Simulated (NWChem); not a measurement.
System: CH3ClMgO; SMILES C[O][Mg][Cl]

NWChem printed, in part:

```
             Northwest Computational Chemistry Package (NWChem) 7.3.0
             --------------------------------------------------------

 C1  symmetry detected

                             Geometry "geometry" -> ""
                             -------------------------

 Output coordinates in angstroms (scale by  1.889725989 to convert to a.u.)

  No.       Tag          Charge          X              Y              Z
 ---- ---------------- ---------- -------------- -------------- --------------
    1 Mg                  12.0000     0.62486422    -0.13997707    -0.00026334
    2 Cl                  17.0000    -0.24989614    -2.05920561     0.00029472
    3 O                    8.0000     0.31917951     1.54081513     0.00005753
    4 C                    6.0000    -0.56825982     2.60509839     0.00148740
    5 H                    1.0000    -1.20142243     2.60219371     0.88900595
    6 H                    1.0000     0.02097946     3.53198564    -0.00641696
    7 H                    1.0000    -1.21357057     2.59492943    -0.89382368

 Effective nuclear repulsion energy (a.u.)     169.8052339143

                                Z-matrix (autoz)
                                --------

 Units are Angstrom for bonds and degrees for angles

      Type          Name      I     J     K     L     M      Value
      ----------- --------  ----- ----- ----- ----- ----- ----------
    1 Stretch                  1     2                       2.10918
    2 Stretch                  1     3                       1.70836
    3 Stretch                  3     4                       1.38573
    4 Stretch                  4     5                       1.09023
    5 Stretch                  4     6                       1.09836
    6 Stretch                  4     7                       1.10368
    7 Bend                     1     3     4               150.48504
    8 Bend                     2     1     3               145.18940
    9 Bend                     3     4     5               111.76012
   10 Bend                     3     4     6               107.73158
   11 Bend                     3     4     7               111.50172
   12 Bend                     5     4     6               108.64303
   13 Bend                     5     4     7               108.71045
   14 Bend                     6     4     7               108.39754
   15 Torsion                  1     3     4     5          61.09459
   16 Torsion                  1     3     4     6        -179.63078
   17 Torsion                  1     3     4     7         -60.80832
   18 Torsion                  2     1     3     4           0.05896

                           NWChem Geometry Optimization
                           ----------------------------

 maximum gradient threshold         (gmax) =   0.000450
 rms gradient threshold             (grms) =   0.000300
 maximum cartesian step threshold   (xmax) =   0.001800
 rms cartesian step threshold       (xrms) =   0.001200
 fixed trust radius                (trust) =   0.300000
 source of zmatrix                         =   autoz

          -------------------
          Energy Minimization
          -------------------

 Using diagonal initial Hessian
 Scaling for Hessian diagonals: bonds = 1.00  angles = 0.25  torsions = 0.10

          --------
          Step   0

                                 NWChem DFT Module
                                 -----------------

 Summary of "ao basis" -> "ao basis" (spherical)
 ------------------------------------------------------------------------------
       Tag                 Description            Shells   Functions and Types
 ---------------- ------------------------------  ------  ---------------------
 Mg                         def2-svp                 8       18   4s3p1d
 Cl                         def2-svp                 8       18   4s3p1d
 O                          def2-svp                 6       14   3s2p1d
 C                          def2-svp                 6       14   3s2p1d
 H                          def2-svp                 3        5   2s1p

            General Information
            -------------------
          SCF calculation type: DFT
          Wavefunction type:  closed shell.
          No. of atoms     :     7
          No. of electrons :    46
           Alpha electrons :    23
            Beta electrons :    23
          Charge           :     0
          Spin multiplicity:     1
          Use of symmetry is: off; symmetry adaption is: off
          Maximum number of iterations: 150
          AO basis - number of functions:    79
                     number of shells:    37
          Convergence on energy requested:  1.00D-06
          Convergence on density requested:  1.00D-05
          Convergence on gradient requested:  5.00D-04

              XC Information
              --------------
                         PBE0 Method XC Functional
                     Hartree-Fock (Exact) Exchange  0.250
          PerdewBurkeErnzerhof Exchange Functional  0.750
            Perdew 1991 LDA Correlation Functional  1.000 local
           PerdewBurkeErnz. Correlation Functional  1.000 non-local

             Grid Information
             ----------------
          Grid used for XC integration:  medium
          Radial quadrature: Mura-Knowles
          Angular quadrature: Lebedev.
          Tag              B.-S. Rad. Rad. Pts. Rad. Cut. Ang. Pts.
          ---              ---------- --------- --------- ---------
          Mg                  1.50       88          10.0       590
          Cl                  1.00       88          13.0       590
          O                   0.60       49          10.0       434
          C                   0.70       49          11.0       434
          H                   0.35       45          12.0       434
          Grid pruning is: on
          Number of quadrature shells:   409
          Spatial weights used:  Erf1

      Superposition of Atomic Density Guess
      -------------------------------------

 Sum of atomic energies:        -772.67213133

      Non-variational initial energy
      ------------------------------

 Total energy =    -773.765151
 1-e energy   =   -1406.580470
 2-e energy   =     463.010085
 HOMO         =      -0.386545
 LUMO         =      -0.088688

   convergence    iter        energy       DeltaE   RMS-Dens  Diis-err
 ---------------- ----- ----------------- --------- --------- ---------
 d= 0,ls=0.0,diis     1   -774.7271576965 -9.45D+02  1.66D-02  7.35D-01
 d= 0,ls=0.0,diis     2   -774.6222875540  1.05D-01  9.63D-03  1.93D+00
 d= 0,ls=0.0,diis     3   -774.8125913934 -1.90D-01  1.98D-03  2.25D-02
 d= 0,ls=0.0,diis     4   -774.8145605671 -1.97D-03  7.67D-04  4.99D-03
 d= 0,ls=0.0,diis     5   -774.8152652923 -7.05D-04  4.80D-05  1.56D-05
  Resetting Diis
 d= 0,ls=0.0,diis     6   -774.8152672985 -2.01D-06  1.64D-05  1.94D-06
 d= 0,ls=0.0,diis     7   -774.8152675586 -2.60D-07  7.24D-06  1.73D-07

         Total DFT energy =     -774.815267558633
      One electron energy =    -1410.470594931568
           Coulomb energy =      525.474145352801
    Exchange-Corr. energy =      -59.624051894177
 Nuclear repulsion energy =      169.805233914311

 Numeric. integr. density =       46.000004405740

                       DFT Final Molecular Orbital Analysis
                       ------------------------------------

 Vector   21  Occ=2.000000D+00  E=-3.187861D-01
              MO Center= -2.0D-01, -1.9D+00,  2.8D-04, r^2= 1.5D+00
   Bfn.  Coefficient  Atom+Function         Bfn.  Coefficient  Atom+Function
  ----- ------------  ---------------      ----- ------------  ---------------
    29      0.528832  2 Cl px                26      0.401294  2 Cl px
    30     -0.289691  2 Cl py                23      0.234349  2 Cl px
    27     -0.214764  2 Cl py                24     -0.125584  2 Cl py
    11      0.077750  1 Mg px                18     -0.067681  1 Mg d  2
     8      0.061949  1 Mg px                 5      0.047671  1 Mg px

 Vector   22  Occ=2.000000D+00  E=-2.666816D-01
              MO Center=  4.8D-03,  1.7D+00,  2.9D-02, r^2= 1.7D+00
   Bfn.  Coefficient  Atom+Function         Bfn.  Coefficient  Atom+Function
  ----- ------------  ---------------      ----- ------------  ---------------
    42      0.526137  3 O  pz                45      0.409043  3 O  pz
    65     -0.225851  5 H  s                 56     -0.186850  4 C  pz
    75      0.176502  7 H  s                 66     -0.164160  5 H  s
    76      0.131497  7 H  s                 15      0.094467  1 Mg d -1
    40     -0.091093  3 O  px                13      0.082703  1 Mg pz

 Vector   23  Occ=2.000000D+00  E=-2.654470D-01
              MO Center=  1.2D-01,  1.8D+00, -3.4D-02, r^2= 1.8D+00
   Bfn.  Coefficient  Atom+Function         Bfn.  Coefficient  Atom+Function
  ----- ------------  ---------------      ----- ------------  ---------------
    40      0.419696  3 O  px                43      0.328322  3 O  px
    41      0.314451  3 O  py                44      0.254044  3 O  py
    70     -0.235079  6 H  s                 75      0.161667  7 H  s
    54     -0.157472  4 C  px                71     -0.153556  6 H  s
    42      0.113594  3 O  pz                55     -0.113870  4 C  py

[...]

      ----------------------
      Optimization converged
      ----------------------

  Step       Energy      Delta E   Gmax     Grms     Xrms     Xmax
  ---- ---------------- -------- -------- -------- -------- --------
@   18    -774.83166191 -3.2D-08  0.00002  0.00001  0.00038  0.00140
                                     ok       ok       ok       ok

                                Z-matrix (autoz)
                                --------

 Units are Angstrom for bonds and degrees for angles

      Type          Name      I     J     K     L     M      Value     Gradient
      ----------- --------  ----- ----- ----- ----- ----- ---------- ----------
    1 Stretch                  1     2                       2.19793    0.00001
    2 Stretch                  1     3                       1.75957   -0.00000
    3 Stretch                  3     4                       1.37363    0.00001
    4 Stretch                  4     5                       1.10809   -0.00000
    5 Stretch                  4     6                       1.10809   -0.00000
    6 Stretch                  4     7                       1.10809   -0.00000
    7 Bend                     1     3     4               179.98193    0.00000
    8 Bend                     2     1     3               179.99409   -0.00000
    9 Bend                     3     4     5               112.06152   -0.00001
   10 Bend                     3     4     6               112.07642    0.00002
   11 Bend                     3     4     7               112.06161   -0.00001
   12 Bend                     5     4     6               106.75723    0.00000
   13 Bend                     5     4     7               106.75305    0.00000
   14 Bend                     6     4     7               106.75721    0.00000
   15 Torsion                  1     3     4     5        -119.79213   -0.00001
   16 Torsion                  1     3     4     6           0.21312    0.00000
   17 Torsion                  1     3     4     7         120.21840    0.00001
   18 Torsion                  2     1     3     4        -178.83251   -0.00000

                         Geometry "geometry" -> "geometry"
                         ---------------------------------

 Output coordinates in angstroms (scale by  1.889725989 to convert to a.u.)

  No.       Tag          Charge          X              Y              Z
 ---- ---------------- ---------- -------------- -------------- --------------
    1 Mg                  12.0000     0.06522791    -0.34090335    -0.00026438
    2 Cl                  17.0000     0.51408681    -2.49250842     0.00101675
    3 O                    8.0000    -0.29428836     1.38154929    -0.00129358
    4 C                    6.0000    -0.57452421     2.72628792    -0.00209733
    5 H                    1.0000    -1.15846898     3.03027362     0.88923522
    6 H                    1.0000     0.34575303     3.34347974    -0.00685547
    7 H                    1.0000    -1.16591196     3.02766082    -0.88939960

 Effective nuclear repulsion energy (a.u.)     162.3696450289

                Final and change from initial internal coordinates
                --------------------------------------------------

                                Z-matrix (autoz)
                                --------

 Units are Angstrom for bonds and degrees for angles

[...]

 Rotational Constants
 --------------------
 A=   5.287113 cm-1  (  7.606806 K)
 B=   0.044842 cm-1  (  0.064516 K)
 C=   0.044842 cm-1  (  0.064516 K)

 Temperature                      =   298.15K
 frequency scaling parameter      =   1.0000

 Zero-Point correction to Energy  =   26.791 kcal/mol  (  0.042695 au)
 Thermal correction to Energy     =   30.658 kcal/mol  (  0.048857 au)
 Thermal correction to Enthalpy   =   31.251 kcal/mol  (  0.049801 au)

 Total Entropy                    =   78.501 cal/mol-K
   - Translational                =   39.385 cal/mol-K (mol. weight =  89.9723)
   - Rotational                   =   24.521 cal/mol-K (symmetry #  =        1)
   - Vibrational                  =   14.594 cal/mol-K

 Cv (constant volume heat capacity) =   16.826 cal/mol-K
   - Translational                  =    2.979 cal/mol-K
   - Rotational                     =    2.979 cal/mol-K
   - Vibrational                    =   10.868 cal/mol-K

[normal modes left out]

 ----------------------------------------------------------------------------
 Normal Eigenvalue ||           Projected Infra Red Intensities
  Mode   [cm**-1]  || [atomic units] [(debye/angs)**2] [(KM/mol)] [arbitrary]
 ------ ---------- || -------------- ----------------- ---------- -----------
    1       -0.000 ||    0.000227           0.005         0.222       0.051
    2       -0.000 ||    0.000073           0.002         0.071       0.016
    3       -0.000 ||    0.000084           0.002         0.082       0.019
    4        0.000 ||    0.000000           0.000         0.000       0.000
    5        0.000 ||    0.000166           0.004         0.162       0.037
    6        0.000 ||    0.000051           0.001         0.050       0.011
    7       78.023 ||    0.001648           0.038         1.607       0.369
    8       78.028 ||    0.001649           0.038         1.608       0.369
    9      156.928 ||    0.085972           1.983        83.810      19.227
   10      156.929 ||    0.085973           1.983        83.811      19.227
   11      362.485 ||    0.004640           0.107         4.523       1.038
   12      718.361 ||    0.059856           1.381        58.351      13.386
   13     1188.176 ||    0.000000           0.000         0.000       0.000
   14     1188.223 ||    0.000000           0.000         0.000       0.000
   15     1313.326 ||    0.387182           8.933       377.444      86.589
   16     1475.187 ||    0.000635           0.015         0.619       0.142
   17     1475.218 ||    0.000634           0.015         0.618       0.142
   18     1481.925 ||    0.033905           0.782        33.052       7.582
   19     2977.581 ||    0.154590           3.567       150.702      34.572
   20     3049.608 ||    0.060867           1.404        59.337      13.612
   21     3049.672 ||    0.060863           1.404        59.332      13.611
 ----------------------------------------------------------------------------
```

Level: PBE0/def2-SVP. The printed entropy takes a lower symmetry number than the molecule has.

Q: Which NWChem input produces such a log?

A: This is not unique; one that fits is the input that was run:
```
start job
memory heap 200 mb stack 900 mb global 1100 mb
geometry units angstroms
  Mg     0.282910    -0.161027     0.504948
  Cl    -1.420975     1.034993     0.844000
  O      1.256546    -0.911152    -0.681581
  C      1.537726    -1.193075    -2.008874
  H      1.731441    -0.286354    -2.582393
  H      2.437057    -1.823130    -2.033770
  H      0.711753    -1.745859    -2.488780
end
basis spherical
  * library def2-svp
end
dft
  xc pbe0
  iterations 150
end
driver
  maxiter 120
end
task dft optimize
task dft freq
```
